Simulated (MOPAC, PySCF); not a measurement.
C$_{8}$H$_{8}$B$_{2}$S, SMILES `Bc1ccc2cc(B)sc2c1`, neutral singlet in the gas phase. 

Z-matrix (Å, degrees):
```
C
C 1 1.3971
H 2 1.0927 1 120.53
C 2 1.4005 3 119.76 1 -180.00
C 1 1.4220 2 120.99 3 -179.99
C 5 1.4125 1 119.21 2 0.01
C 6 1.3775 5 119.28 1 0.00
H 6 1.0926 7 121.07 4 179.98
H 7 1.0928 6 119.66 8 -0.02
C 5 1.4221 6 129.46 8 0.02
C 10 1.3817 5 113.99 6 179.99
H 10 1.0916 11 122.13 5 179.98
B 11 1.5294 10 127.21 12 -0.01
H 13 1.2074 11 121.15 10 179.98
H 13 1.2081 14 120.25 11 180.00
B 4 1.5409 2 119.91 3 0.00
H 16 1.2096 4 120.44 2 179.98
H 16 1.2097 17 119.57 4 180.00
S 1 1.7285 2 127.59 3 0.00
```
Charge 0, multiplicity 1.

All levels are single points at this geometry (PBE0-D4/def2-SVP); Pople sets use spherical d functions. Orbital energies aren't observables, and empty levels follow the basis.

```json
[
 {"level": "B3LYP-D3(BJ)/def2-TZVP in PySCF", "HOMO (eV)": "-6.62", "LUMO (eV)": "-3.03", "gap (eV)": "3.59", "dipole (D)": "1.22", "vertical IE, Delta-SCF (eV)": "8.35"},
 {"level": "PBE0-D4/def2-TZVP in PySCF", "HOMO (eV)": "-6.82", "LUMO (eV)": "-2.91", "gap (eV)": "3.92", "dipole (D)": "1.26", "vertical IE, Delta-SCF (eV)": "8.42"},
 {"level": "B3LYP/3-21G in PySCF", "HOMO (eV)": "-6.56", "LUMO (eV)": "-2.86", "gap (eV)": "3.70", "dipole (D)": "1.51", "vertical IE, Delta-SCF (eV)": "–"},
 {"level": "B3LYP/6-31G* in PySCF", "HOMO (eV)": "-6.40", "LUMO (eV)": "-2.74", "gap (eV)": "3.66", "dipole (D)": "1.36", "vertical IE, Delta-SCF (eV)": "8.19"},
 {"level": "M06-2X/6-31G* in PySCF", "HOMO (eV)": "-7.58", "LUMO (eV)": "-1.85", "gap (eV)": "5.73", "dipole (D)": "1.29", "vertical IE, Delta-SCF (eV)": "–"},
 {"level": "HF/6-31G* in PySCF", "HOMO (eV)": "-8.32", "LUMO (eV)": "0.69", "gap (eV)": "9.01", "dipole (D)": "1.56", "vertical IE, Delta-SCF (eV)": "–"},
 {"level": "HF/STO-3G in PySCF", "HOMO (eV)": "-6.32", "LUMO (eV)": "3.78", "gap (eV)": "10.10", "dipole (D)": "0.59", "vertical IE, Delta-SCF (eV)": "–"},
 {"level": "AM1 in MOPAC", "HOMO (eV)": "-8.61", "LUMO (eV)": "-0.97", "gap (eV)": "7.64", "dipole (D)": "0.58", "vertical IE, Delta-SCF (eV)": "–"},
 {"level": "PM7 in MOPAC", "HOMO (eV)": "-8.56", "LUMO (eV)": "-1.63", "gap (eV)": "6.93", "dipole (D)": "0.91", "vertical IE, Delta-SCF (eV)": "–"}
]
```
